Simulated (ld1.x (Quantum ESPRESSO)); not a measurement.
**gold (Au): TM pseudisation with BP86, scalar-relativistic reference atom.**

ld1.x (Quantum ESPRESSO) 7.5 was run on this input:

```
&input
   title='Au', zed=79., rel=1, dft='BP', iswitch=3,
   config='[Xe] 4f14 5d10 6s0 6p0',
   nld=3, rlderiv=2.90, eminld=-3.0, emaxld=5.0, deld=0.02
 /
 &inputp
   pseudotype=2, tm=.true., lloc=1,
   nlcc=.false.,
   file_pseudopw='Au.UPF', file_wfcaegen='ae.wfc', file_wfcncgen='nc.wfc', file_beta='beta', file_chi='chi'
 /
3
6S  1  0   0.00   0.00  1.75  1.75  0.0
5D  3  2  10.00   0.00  1.25  1.25  0.0
6P  2  1   0.00   0.00  2.65  2.65  0.0
 &test
   configts(1)='5d10 6s0 6p0'
 /
```

Command:

```bash
ld1.x < Au.in > Au.out
```

The program printed (shortened: banner, matrices, multipoles, cross overlaps and the repeated all-electron block are left out):

```
Program LD1 v.7.5
     --------------------------- All-electron run ----------------------------

     Au
     scalar relativistic calculation

     atomic number is 79.00
     dft =BP   lsd =0 sic =0 latt =0  beta=0.20 tr2=1.0E-14
     Exchange-correlation= BP
                           (   1   1   1   1   0   0   0)
     mesh =1279 r(mesh) = 100.03820 a.u. xmin = -7.00 dx = 0.01250
     1 Ry =  13.60569312 eV, c = 137.03599908

     n l     nl                  e(Ry)          e(Ha)          e(eV)
     1 0     1S 1( 2.00)     -5939.1939     -2969.5970    -80806.8501
     2 0     2S 1( 2.00)     -1048.3813      -524.1907    -14263.9546
     2 1     2P 1( 6.00)      -906.2845      -453.1423    -12330.6289
     3 0     3S 1( 2.00)      -247.9326      -123.9663     -3373.2954
     3 1     3P 1( 6.00)      -206.7240      -103.3620     -2812.6236
     4 0     4S 1( 2.00)       -54.3067       -27.1533      -738.8802
     4 1     4P 1( 6.00)       -40.7971       -20.3985      -555.0726
     3 2     3D 1(10.00)      -162.7343       -81.3671     -2214.1123
     5 0     5S 1( 2.00)        -8.6047        -4.3023      -117.0723
     5 1     5P 1( 6.00)        -5.0338        -2.5169       -68.4879
     4 2     4D 1(10.00)       -24.5872       -12.2936      -334.5254
     4 3     4F 1(14.00)        -6.5979        -3.2990       -89.7692
     5 2     5D 1(10.00)        -1.1360        -0.5680       -15.4554
     6 0     6S 1( 0.00)        -0.9811        -0.4906       -13.3487
     6 1     6P 1( 0.00)        -0.4897        -0.2449        -6.6628

     final scf error:  8.3E-15 reached in  32 iterations

     Etot =  -38027.452533 Ry,  -19013.726266 Ha, -517389.849409 eV

     Ekin =   42559.907171 Ry,   21279.953586 Ha,  579057.036312 eV
     Encl =  -94583.034108 Ry,  -47291.517054 Ha,-1286867.736718 eV
     Eh   =   14724.230910 Ry,    7362.115455 Ha,  200333.367238 eV
     Exc  =    -728.556506 Ry,    -364.278253 Ha,   -9912.516241 eV

     normalization and overlap integrals

     s(1S/1S) =  1.000000  <r> =   0.0169  <r2> =    0.0004  r(max) =   0.0104
     s(2S/2S) =  1.000000  <r> =   0.0711  <r2> =    0.0060  r(max) =   0.0604
     s(2P/2P) =  1.000000  <r> =   0.0642  <r2> =    0.0050  r(max) =   0.0501
     s(3S/3S) =  1.000000  <r> =   0.1838  <r2> =    0.0386  r(max) =   0.1704
     s(3P/3P) =  1.000000  <r> =   0.1851  <r2> =    0.0397  r(max) =   0.1683
     s(4S/4S) =  1.000000  <r> =   0.4070  <r2> =    0.1869  r(max) =   0.3841
     s(4P/4P) =  1.000000  <r> =   0.4335  <r2> =    0.2136  r(max) =   0.4038
     s(3D/3D) =  1.000000  <r> =   0.1677  <r2> =    0.0329  r(max) =   0.1378
     s(5S/5S) =  1.000000  <r> =   0.9270  <r2> =    0.9646  r(max) =   0.8441
     s(5P/5P) =  1.000000  <r> =   1.0733  <r2> =    1.3043  r(max) =   0.9565
     s(4D/4D) =  1.000000  <r> =   0.4584  <r2> =    0.2428  r(max) =   0.4088
     s(4F/4F) =  1.000000  <r> =   0.4987  <r2> =    0.3016  r(max) =   0.3746
     s(5D/5D) =  1.000000  <r> =   1.5747  <r2> =    2.9536  r(max) =   1.2129
     s(6S/6S) =  1.000000  <r> =   2.6153  <r2> =    7.7473  r(max) =   2.2379
     s(6P/6P) =  1.000000  <r> =   3.6090  <r2> =   14.9595  r(max) =   2.9834

     ------------------------ End of All-electron run ------------------------

     --------------------- Generating NC pseudopotential ---------------------

      Generating local pot.: lloc=1, matching radius rcloc =   2.6500

      Wfc   6S  rcut= 1.743  Using Troullier-Martins method

      Wfc   5D  rcut= 1.259  Using Troullier-Martins method

     ------------------- End of pseudopotential generation -------------------

     Computing logarithmic derivative in   2.89163
     Computing logarithmic derivative in   2.89163
     Computing the partial wave expansion
     R is outside the sphere for l=    0 j= 0.00
       no projector for channel:   1
     R is outside the sphere for l=    2 j= 0.00

     ---------------------- Testing the pseudopotential ----------------------

     Au
     scalar relativistic calculation

     atomic number is 79.00   valence charge is 11.00
     dft =BP   lsd =0 sic =0 latt =0  beta=0.20 tr2=1.0E-14
     mesh =1279 r(mesh) = 100.03820 xmin = -7.00 dx = 0.01250

     n l     nl             e AE (Ry)        e PS (Ry)    De AE-PS (Ry)
     3 2     5D   1(10.00)       -1.13595       -1.13593       -0.00002
     1 0     6S   1( 0.00)       -0.98111       -0.98111       -0.00000
     2 1     6P   1( 0.00)       -0.48970       -0.48970       -0.00000

     eps = 6.9E-16  iter =  4

     Etot =  -38027.452533 Ry,  -19013.726266 Ha, -517389.849409 eV
     Etotps =   -65.947895 Ry,     -32.973947 Ha,    -897.266818 eV

     Ekin =      50.172066 Ry,      25.086033 Ha,     682.625729 eV
     Encl =    -107.837456 Ry,     -53.918728 Ha,   -1467.203334 eV
     Ehrt =      57.534045 Ry,      28.767022 Ha,     782.790558 eV
     Ecxc =     -10.056287 Ry,      -5.028144 Ha,    -136.822756 eV
     Epseu=     -55.760262 Ry,     -27.880131 Ha,    -758.657016 eV

     ---------------------- End of pseudopotential test ----------------------
```

Generation and configuration tests took about 3.4 s on one core of a shared server CPU.

Transferability test of the new file with ld1.x, input:

```
&input
   title='Au', zed=79., rel=1, dft='BP', iswitch=2,
   config='[Xe] 4f14 5d10 6s0 6p0'
 /
 &test
   file_pseudo='Au.UPF', nconf=8,
   configts(1)='5d10 6s0 6p0',
   configts(2)='5d10 6s1 6p0',
   configts(3)='5d9 6s0 6p0',
   configts(4)='5d8 6s0 6p0',
   configts(5)='5d9 6s2 6p0',
   configts(6)='5d7 6s0 6p0',
   configts(7)='5d9 6s1 6p0',
   configts(8)='5d10 6s0 6p1'
 /
```

```bash
ld1.x < Au.test.in > Au.test.out
```

Pseudopotential blocks of its output, shortened (energy terms left out; the distinct warnings before each block abridged to one line each):

```
     ---------------------- Testing the pseudopotential ----------------------

     n l     nl             e AE (Ry)        e PS (Ry)    De AE-PS (Ry)
     3 2     5D   1(10.00)       -1.13595       -1.13593       -0.00002
     1 0     6S   1( 0.00)       -0.98111       -0.98111       -0.00000
     2 1     6P   1( 0.00)       -0.48970       -0.48970       -0.00000

     eps = 4.7E-15  iter =  4

     Etot =  -38027.452533 Ry,  -19013.726266 Ha, -517389.849409 eV
     Etotps =   -65.947893 Ry,     -32.973947 Ha,    -897.266797 eV

     ---------------------- End of pseudopotential test ----------------------

          Warning: convergence not achieved
     ---------------------- Testing the pseudopotential ----------------------

     n l     nl             e AE (Ry)        e PS (Ry)    De AE-PS (Ry)
     3 2     5D   1(10.00)       -0.51539       -0.51518       -0.00021
     1 0     6S   1( 1.00)       -0.43675       -0.43666       -0.00008
     2 1     6P   1( 0.00)       -0.05862       -0.05840       -0.00022

     eps = 2.5E-09  iter =201

     Etot =  -38028.156459 Ry,  -19014.078230 Ha, -517399.426820 eV
     Etotps =   -66.651962 Ry,     -33.325981 Ha,    -906.846139 eV
     dEtot_ae =      -0.703927 Ry
     dEtot_ps =      -0.704069 Ry,   Delta E=       0.000142 Ry

     ---------------------- End of pseudopotential test ----------------------

          ---------------------- Testing the pseudopotential ----------------------

     n l     nl             e AE (Ry)        e PS (Ry)    De AE-PS (Ry)
     3 2     5D   1( 9.00)       -2.01757       -2.03607        0.01850  !
     1 0     6S   1( 0.00)       -1.67988       -1.68480        0.00491
     2 1     6P   1( 0.00)       -1.06629       -1.06538       -0.00090

     eps = 4.6E-16  iter = 10

     Etot =  -38025.884813 Ry,  -19012.942407 Ha, -517368.519501 eV
     Etotps =   -64.371442 Ry,     -32.185721 Ha,    -875.818090 eV
     dEtot_ae =       1.567719 Ry
     dEtot_ps =       1.576451 Ry,   Delta E=      -0.008732 Ry

     ---------------------- End of pseudopotential test ----------------------

          ---------------------- Testing the pseudopotential ----------------------

     n l     nl             e AE (Ry)        e PS (Ry)    De AE-PS (Ry)
     3 2     5D   1( 8.00)       -2.99396       -3.03702        0.04306  !
     1 0     6S   1( 0.00)       -2.44891       -2.46814        0.01923  !
     2 1     6P   1( 0.00)       -1.72399       -1.72627        0.00228

     eps = 5.1E-16  iter = 10

     Etot =  -38023.386695 Ry,  -19011.693348 Ha, -517334.530874 eV
     Etotps =   -61.842249 Ry,     -30.921125 Ha,    -841.406665 eV
     dEtot_ae =       4.065837 Ry
     dEtot_ps =       4.105644 Ry,   Delta E=      -0.039807 Ry

     ---------------------- End of pseudopotential test ----------------------

          Warning: convergence not achieved
     ---------------------- Testing the pseudopotential ----------------------

     n l     nl             e AE (Ry)        e PS (Ry)    De AE-PS (Ry)
     3 2     5D   1( 9.00)       -0.66688       -0.67588        0.00900  !
     1 0     6S   1( 2.00)       -0.50267       -0.50311        0.00044
     2 1     6P   1( 0.00)       -0.08519       -0.08272       -0.00248

     eps = 1.1E-09  iter =201

     Etot =  -38028.035697 Ry,  -19014.017848 Ha, -517397.783759 eV
     Etotps =   -66.527089 Ry,     -33.263544 Ha,    -905.147152 eV
     dEtot_ae =      -0.583164 Ry
     dEtot_ps =      -0.579195 Ry,   Delta E=      -0.003969 Ry

     ---------------------- End of pseudopotential test ----------------------

          ---------------------- Testing the pseudopotential ----------------------

     n l     nl             e AE (Ry)        e PS (Ry)    De AE-PS (Ry)
     3 2     5D   1( 7.00)       -4.04864       -4.11656        0.06792  !
     1 0     6S   1( 0.00)       -3.27676       -3.32328        0.04653  !
     2 1     6P   1( 0.00)       -2.44753       -2.45929        0.01177  !

     eps = 2.8E-15  iter = 13

     Etot =  -38019.872359 Ry,  -19009.936180 Ha, -517286.715897 eV
     Etotps =   -58.271236 Ry,     -29.135618 Ha,    -792.820559 eV
     dEtot_ae =       7.580173 Ry
     dEtot_ps =       7.676657 Ry,   Delta E=      -0.096484 Ry

     ---------------------- End of pseudopotential test ----------------------

          Warning: convergence not achieved
     ---------------------- Testing the pseudopotential ----------------------

     n l     nl             e AE (Ry)        e PS (Ry)    De AE-PS (Ry)
     3 2     5D   1( 9.00)       -1.30866       -1.32079        0.01213  !
     1 0     6S   1( 1.00)       -1.06810       -1.06984        0.00174
     2 1     6P   1( 0.00)       -0.54580       -0.54304       -0.00276

     eps = 5.1E-10  iter =201

     Etot =  -38027.255510 Ry,  -19013.627755 Ha, -517387.168785 eV
     Etotps =   -65.745575 Ry,     -32.872788 Ha,    -894.514123 eV
     dEtot_ae =       0.197022 Ry
     dEtot_ps =       0.202318 Ry,   Delta E=      -0.005296 Ry

     ---------------------- End of pseudopotential test ----------------------

          ---------------------- Testing the pseudopotential ----------------------

     n l     nl             e AE (Ry)        e PS (Ry)    De AE-PS (Ry)
     3 2     5D   1(10.00)       -0.67092       -0.67278        0.00186
     1 0     6S   1( 0.00)       -0.55328       -0.55329        0.00001
     2 1     6P   1( 1.00)       -0.14563       -0.14548       -0.00016

     eps = 2.2E-15  iter = 11

     Etot =  -38027.764975 Ry,  -19013.882487 Ha, -517394.100401 eV
     Etotps =   -66.260277 Ry,     -33.130138 Ha,    -901.516992 eV
     dEtot_ae =      -0.312442 Ry
     dEtot_ps =      -0.312384 Ry,   Delta E=      -0.000059 Ry

     ---------------------- End of pseudopotential test ----------------------
```
